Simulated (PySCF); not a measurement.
**One molecule, a ladder of functionals, a line**

Molecule: `CO[C@@H]1[SiH2][C@H]1F`, C3H7FOSi.

Molfile (atoms numbered from 1):
```
C3H7FOSi
     RDKit          3D

 13 13  0  0  0  0  0  0  0  0999 V2000
    1.9481    0.2423   -0.6471 C   0  0  0  0  0  0  0  0  0  0  0  0
    1.1807   -0.0269    0.4950 O   0  0  0  0  0  0  0  0  0  0  0  0
   -0.1387    0.3544    0.3572 C   0  0  2  0  0  0  0  0  0  0  0  0
   -1.6019   -0.3118    1.3291 Si  0  0  0  0  0  4  0  0  0  0  0  0
   -1.0970   -0.4727   -0.4773 C   0  0  1  0  0  0  0  0  0  0  0  0
   -1.6978    0.1076   -1.5523 F   0  0  0  0  0  0  0  0  0  0  0  0
    1.5613   -0.2839   -1.5401 H   0  0  0  0  0  0  0  0  0  0  0  0
    2.9723   -0.1022   -0.4502 H   0  0  0  0  0  0  0  0  0  0  0  0
    1.9736    1.3254   -0.8741 H   0  0  0  0  0  0  0  0  0  0  0  0
   -0.2945    1.4331    0.1551 H   0  0  0  0  0  0  0  0  0  0  0  0
   -2.5949    0.6999    1.7659 H   0  0  0  0  0  0  0  0  0  0  0  0
   -1.5058   -1.5338    2.1647 H   0  0  0  0  0  0  0  0  0  0  0  0
   -0.6975   -1.4707   -0.7170 H   0  0  0  0  0  0  0  0  0  0  0  0
  1  2  1  0
  2  3  1  0
  3  4  1  0
  4  5  1  0
  5  6  1  0
  5  3  1  0
  1  7  1  0
  1  8  1  0
  1  9  1  0
  3 10  1  6
  4 11  1  0
  4 12  1  0
  5 13  1  6
M  END
```

GIAO shieldings (ppm, equivalent atoms averaged) in PySCF on the PBE0-D3(BJ)/def2-SVP geometry, basis pcSseg-1, gas phase, non-relativistic:

| functional | exact exchange (%) | σ(C5) | σ(C3) | σ(C1) | σ(O2) |
| --- | --- | --- | --- | --- | --- |
| BLYP | 0 | 90.7 | 106.2 | 113.3 | 294.8 |
| BP86 | 0 | 96.1 | 111.6 | 118.1 | 302.6 |
| PBE | 0 | 96.6 | 112.1 | 118.8 | 301.3 |
| B3LYP | 20 | 97.9 | 113.3 | 118.8 | 308.4 |
| PBE0 | 25 | 105.0 | 120.3 | 125.0 | 316.6 |
| BHandHLYP | 50 | 107.4 | 122.5 | 126.0 | 324.5 |
| HF | 100 | 122.3 | 137.1 | 136.9 | 346.4 |

(1) Fit each shielding as a line in the percentage of exact exchange.

(2) What does the line predict for mPW1PW91 (25 %), and what does the run give?

## Answers

(1) σ(C5) = 94.6 + 0.28 x (rms 2.4 ppm); σ(C3) = 110.1 + 0.27 x (rms 2.4 ppm); σ(C1) = 116.8 + 0.20 x (rms 2.2 ppm); σ(O2) = 300.4 + 0.47 x (rms 2.9 ppm). The functionals also differ in their semilocal parts, which the line can't hold; Hartree–Fock has no correlation at all.

(2) σ(C5): 101.6 predicted, 104.3 computed; σ(C3): 116.8 predicted, 119.6 computed; σ(C1): 121.8 predicted, 124.1 computed; σ(O2): 312.1 predicted, 315.9 computed ppm.
